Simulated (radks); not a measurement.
The osmium ion Os+, configuration [Xe] 4f14 5d5 6s1 6p1 (not the ground configuration). All-electron calculation, scalar-relativistic Kohn-Sham, r2SCAN, spin-polarised, spherical densities, finite nucleus; open shells are filled with parallel spins first (spin-orbit coupling, left out, can overturn this in heavy ions); meta-GGA in the generalised Kohn-Sham scheme; Fermi nuclear charge, rms radius 5.4126 fm. Program: a radial shooting solver on a logarithmic mesh with Libxc functionals. Some entries of the table are withheld. Estimate them.

orbital  occ.  eigenvalue (eV)  r(max) (bohr)
1s up       1        -73954.59        0.01103
1s down     1        -73954.58        0.01103
2s up       1        -12917.43        0.06338
2s down     1        -12916.96        0.06337
2p up       3        -11248.07        0.05219
2p down     3        -11247.70        0.05219
3s up       1        -3025.850         0.1786
3s down     1        -3025.797         0.1786
3p up       3        -2533.430         0.1772
3p down     3        -2533.337         0.1772
3d up       5        -1982.062         0.1446
3d down     5        -1981.786         0.1446
4s up       1        -654.4575         0.4048
4s down     1        -654.0594         0.4049
4p up       3        -492.2160         0.4249
4p down     3        -491.8647         0.4251
4d up       5        -289.7149         0.4346
4d down     5        -289.2889         0.4348
5s up       1        -107.1882         0.9167
5s down     1        -104.1733         0.9117
5p up       3         -66.0872          1.033
4f up       7         -65.2238         0.4069
4f down     7         -64.4894         0.4067
5p down     3         -62.0774          1.023
5d up       5         -19.4693          1.336
6s up       1         -16.7248            (1)
5d down     0         -13.6517          1.296
6p up       1          -9.2135          2.910

Answer. 
(1) 6s up r(max) (bohr): 2.313
